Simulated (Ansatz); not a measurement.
Geometry optimisation, Ansatz 0.2.0, RKS PBE/def2-SVP.

Input file:

```yaml
crystal:
  periodic: [false, false, false]
  atoms:
    - { symbol: Ge, position_ang: [0.430445, 0.738691, 0.071348] }
    - { symbol: H, position_ang: [-0.047086, -0.356226, 2.563517] }
    - { symbol: Ge, position_ang: [2.370401, -0.007741, -1.236341] }
    - { symbol: H, position_ang: [2.209008, -1.492062, -1.683808] }
    - { symbol: H, position_ang: [2.545465, 0.874644, -2.500646] }
    - { symbol: H, position_ang: [3.667682, 0.102196, -0.37832] }
    - { symbol: Ge, position_ang: [-1.165161, 2.058217, -1.243157] }
    - { symbol: H, position_ang: [-2.344723, 1.162127, -1.727139] }
    - { symbol: H, position_ang: [-1.741297, 3.21379, -0.373941] }
    - { symbol: H, position_ang: [-0.469072, 2.669053, -2.488072] }
    - { symbol: H, position_ang: [-0.285331, -0.498599, 0.693165] }
    - { symbol: S, position_ang: [1.172358, 2.163681, 1.653205] }
    - { symbol: H, position_ang: [2.300189, 1.453446, 1.940643] }
    - { symbol: H, position_ang: [0.181622, 0.167783, 3.006845] }
basis:
  gaussian: { orbitals: def2-SVP }
hamiltonian:
  xc: pbe
relax:
  f_tol: 0.03
  max_steps: 50
```

Run as:

```bash
$ ansatz run input.yaml --threads 4 --pin off --max-ram 5120MiB --backend cpu --events-out ev --progress --plain --runs-dir out
```

Problem. Where does it end, and by what steps?

Solution. The run converged. After 22 steps the energy has fallen by 0.307 eV; H2 moved furthest, 1.63 Å.

```json
{"step": "0", "energy less start (eV)": "0.0000", "largest force component (eV/Å)": "1.532", "accepted": "yes"}
{"step": "1", "energy less start (eV)": "-0.1507", "largest force component (eV/Å)": "0.210", "accepted": "yes"}
{"step": "2", "energy less start (eV)": "-0.2041", "largest force component (eV/Å)": "0.165", "accepted": "yes"}
{"step": "3", "energy less start (eV)": "-0.2348", "largest force component (eV/Å)": "0.130", "accepted": "yes"}
{"step": "4", "energy less start (eV)": "-0.2543", "largest force component (eV/Å)": "0.240", "accepted": "yes"}
{"step": "5", "energy less start (eV)": "-0.2689", "largest force component (eV/Å)": "0.056", "accepted": "yes"}
{"step": "6", "energy less start (eV)": "-0.2799", "largest force component (eV/Å)": "0.035", "accepted": "yes"}
{"step": "7", "energy less start (eV)": "-0.2738", "largest force component (eV/Å)": "0.691", "accepted": "no"}
{"step": "8", "energy less start (eV)": "-0.2865", "largest force component (eV/Å)": "0.030", "accepted": "yes"}
{"step": "9", "energy less start (eV)": "-0.2896", "largest force component (eV/Å)": "0.181", "accepted": "yes"}
{"step": "10", "energy less start (eV)": "-0.2891", "largest force component (eV/Å)": "0.307", "accepted": "no"}
{"step": "11", "energy less start (eV)": "-0.2937", "largest force component (eV/Å)": "0.097", "accepted": "yes"}
{"step": "12", "energy less start (eV)": "-0.2964", "largest force component (eV/Å)": "0.062", "accepted": "yes"}
{"step": "13", "energy less start (eV)": "-0.2981", "largest force component (eV/Å)": "0.113", "accepted": "yes"}
{"step": "14", "energy less start (eV)": "-0.2997", "largest force component (eV/Å)": "0.100", "accepted": "yes"}
{"step": "15", "energy less start (eV)": "-0.3018", "largest force component (eV/Å)": "0.032", "accepted": "yes"}
{"step": "16", "energy less start (eV)": "-0.3036", "largest force component (eV/Å)": "0.033", "accepted": "yes"}
{"step": "17", "energy less start (eV)": "-0.3049", "largest force component (eV/Å)": "0.052", "accepted": "yes"}
{"step": "18", "energy less start (eV)": "-0.3055", "largest force component (eV/Å)": "0.054", "accepted": "yes"}
{"step": "19", "energy less start (eV)": "-0.3062", "largest force component (eV/Å)": "0.049", "accepted": "yes"}
{"step": "20", "energy less start (eV)": "-0.3067", "largest force component (eV/Å)": "0.031", "accepted": "yes"}
{"step": "21", "energy less start (eV)": "-0.3069", "largest force component (eV/Å)": "0.040", "accepted": "yes"}
{"step": "22", "energy less start (eV)": "-0.3072", "largest force component (eV/Å)": "0.030", "accepted": "yes"}
```

```xyz
14
Properties=species:S:1:pos:R:3
Ge 0.507 0.708 -0.139
H -0.163 -0.065 4.160
Ge 2.393 -0.013 -1.524
H 1.937 -1.033 -2.603
H 3.029 1.215 -2.226
H 3.467 -0.686 -0.625
Ge -1.176 1.983 -1.372
H -1.869 1.049 -2.403
H -2.248 2.550 -0.403
H -0.503 3.158 -2.132
H -0.153 -0.516 0.569
S 1.291 2.137 1.447
H 2.260 1.285 1.890
H 0.052 0.477 3.656
```

Whether the end is a true minimum wasn't checked by a vibrational analysis.

Time of the run: 42 s on 4 threads of Arm Neoverse V2 (shared host), peak memory 0.28 GiB.
